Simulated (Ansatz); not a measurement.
A made-up structure of CHClI (charge -1), closed shell:

Cl1  (0.940, -1.327, 1.037)
C2  (0.202, 0.094, -0.595)
I3  (-1.637, 0.220, -0.390)
H4  (0.494, 1.013, -0.052)
(Å)

It is relaxed with PBE-D4/def2-SVPD and then PBE0-D4/def2-TZVPD (Ansatz 0.2.0). Atoms count as bonded within 1.22 times the sum of their covalent radii (H–H: 0.88 Å). The end point is not checked to be a true minimum.

Does its bonding change? (A judgement: the text doesn't fix the answer.)

The calculation gives: Yes. Formed: Cl1–C2; broken: none.

Where it ends: The first stage lowers the energy by 1.45 eV in 7 steps. It ends as CHClI ([Cl][CH][I]), total charge -1:
Cl1  (0.885, -1.149, 0.881)
C2  (0.396, -0.007, -0.497)
I3  (-1.878, 0.199, -0.390)
H4  (0.597, 0.957, 0.007)
(Å)

Labels in which every atom is bracketed show which atoms are joined, not bond orders.

For scale, one of the runs: PBE0-D4/def2-TZVPD relaxation, 151 basis functions, launched by `ansatz run in.yaml --threads 2 --pin off --events-out ev --progress --plain --max-ram 4352MiB`. The run took about 26 s on 2 CPU threads of an Arm Neoverse V2 (shared host).
